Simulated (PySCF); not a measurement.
**Radial density of V⁺ (vanadium, charge +1)**

r2SCAN, [Ar] 3d4, high-spin 5D determinant. Computed with PySCF 2.14 in def2-SVP, with the non-relativistic Hamiltonian (point nucleus).

| r (bohr) | 4πr²ρ (e/bohr) | 4πr²(ρα − ρβ) |
| --- | --- | --- |
| 0.00124 | 0.1463 | 0.0000 |
| 0.00209 | 0.4041 | 0.0000 |
| 0.00351 | 1.078 | 0.0000 |
| 0.00590 | 2.718 | 0.0000 |
| 0.00993 | 6.413 | 0.0000 |
| 0.0167 | 13.29 | 0.0000 |
| 0.0281 | 22.49 | 0.0000 |
| 0.0472 | 27.30 | 0.0000 |
| 0.0794 | 22.45 | 0.0010 |
| 0.134 | 22.56 | 0.0170 |
| 0.225 | 29.61 | 0.1578 |
| 0.378 | 15.32 | 0.7555 |
| 0.636 | 10.11 | 2.0242 |
| 1.07 | 10.11 | 2.4952 |
| 1.80 | 2.587 | 1.4117 |
| 3.03 | 0.3417 | 0.3154 |
| 5.09 | 0.001651 | 0.0015 |
| 8.56 | 1.243e-05 | 0.0000 |
